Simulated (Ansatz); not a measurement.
Conformers of C9H18, SMILES `CCCC1CCCCC1`, each relaxed with PBE0-D4/def2-TZVP in Ansatz. CBS adds the triple-zeta coupled-cluster correction to the MP2 limit.

Not all of them had a frequency check.

Conformer A:

Z-matrix (Å, degrees):
```
C
C 1 1.520
H 1 1.092 2 111.2
H 1 1.093 2 111.9 3 -120.0
H 1 1.094 2 111.0 3 119.9
C 2 1.524 1 114.1 3 -175.0
H 2 1.095 1 109.1 3 -53.9
H 2 1.095 1 109.5 3 61.3
C 6 1.524 2 116.1 1 -61.0
H 6 1.098 2 108.6 1 61.3
H 6 1.097 2 109.1 1 176.3
C 9 1.536 6 110.3 2 172.5
C 9 1.523 6 113.6 2 -64.3
H 9 1.098 6 108.1 2 54.8
C 12 1.533 9 113.0 6 157.1
H 12 1.095 9 108.9 6 -80.3
H 12 1.096 9 109.0 6 35.1
C 13 1.533 9 111.2 6 171.3
H 13 1.097 9 108.3 6 -67.4
H 13 1.093 9 111.2 6 48.7
C 15 1.520 12 110.7 9 30.6
H 15 1.093 12 110.2 9 153.8
H 15 1.096 12 109.9 9 -89.6
H 18 1.094 13 109.3 9 153.9
H 18 1.094 13 109.7 9 -90.0
H 21 1.093 15 111.0 12 173.3
H 21 1.096 15 108.9 12 56.9
```

Conformer B:

```xyz
27

C     0.397    2.969   -1.848
C     0.685    2.139   -0.609
C    -0.366    1.068   -0.367
C    -0.190    0.281    0.931
C    -1.379   -0.646    1.194
C    -1.411   -1.845    0.253
C    -0.104   -2.624    0.307
C     1.092   -1.720    0.035
C     1.107   -0.530    0.985
H    -0.568    3.477   -1.767
H     1.162    3.733   -2.009
H     0.363    2.341   -2.743
H     1.673    1.679   -0.707
H     0.741    2.793    0.269
H    -1.354    1.545   -0.345
H    -0.386    0.390   -1.228
H    -0.156    1.018    1.744
H    -1.316   -1.013    2.226
H    -2.314   -0.081    1.121
H    -1.592   -1.508   -0.774
H    -2.251   -2.497    0.512
H     0.007   -3.069    1.304
H    -0.125   -3.455   -0.404
H     1.054   -1.370   -1.003
H     2.024   -2.285    0.132
H     1.970    0.111    0.781
H     1.238   -0.901    2.008
```

**Question.** Which is lowest in electronic energy at CCSD(T)/CBS (frozen core, def2 sets), and by how much? (Estimate.)

**Answer.** Computed: B; A lies 20.4 kJ/mol higher.

**Question.** Give the energies relative to B (kJ/mol) with PBE-D4/def2-TZVPP, ωB97X-V/def2-TZVPP, B2PLYP/def2-TZVPP, PBE/def2-TZVPP, CCSD/def2-TZVPP, HF/CBS(def2), MP2/CBS(def2). (Best estimate.)

**Answer.** Ansatz gave: 
| level | A |
| --- | --- |
| PBE-D4/def2-TZVPP | 20.2 |
| ωB97X-V/def2-TZVPP | 20.4 |
| B2PLYP/def2-TZVPP | 20.7 |
| PBE/def2-TZVPP | 19.7 |
| CCSD/def2-TZVPP | 20.5 |
| HF/CBS(def2) | 22.2 |
| MP2/CBS(def2) | 21.0 |
